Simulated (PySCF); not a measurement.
Ligands exchanged one at a time, Ga NH2-H. All species are isolated molecules in the gas phase. One relaxed conformer stands for each flexible species; it need not be the lowest. Strings in code marks are SMILES.

Method: ωB97X-D3(BJ)/def2-TZVP // PBE0-D3(BJ)/def2-TZVP in PySCF 2.14.0. All candidates: neutral, multiplicity 1. Delta-SCF ions had no search for a lower state. Excitations are Tamm–Dancoff values on a coarser integration grid. The basis has no diffuse functions, so Rydberg states are missing or too high.

The vertical ionisation energy (Delta-SCF) comes out as 9.24 eV. The S1 excitation (TDA) is 6.26 eV. The brightest of the four lowest singlets (TDA) comes out as 6.81 eV.

Q: Identify which member has these values.
(A) `[NH2][GaH2]`
(B) `[NH2][GaH][NH2]`
(C) `[NH2][Ga]([NH2])[NH2]`

A: B, `[NH2][GaH][NH2]`. The others give `[NH2][Ga]([NH2])[NH2]`: 9.32 eV, 6.09 eV, 6.91 eV; `[NH2][GaH2]`: 9.88 eV, 6.44 eV, 6.53 eV
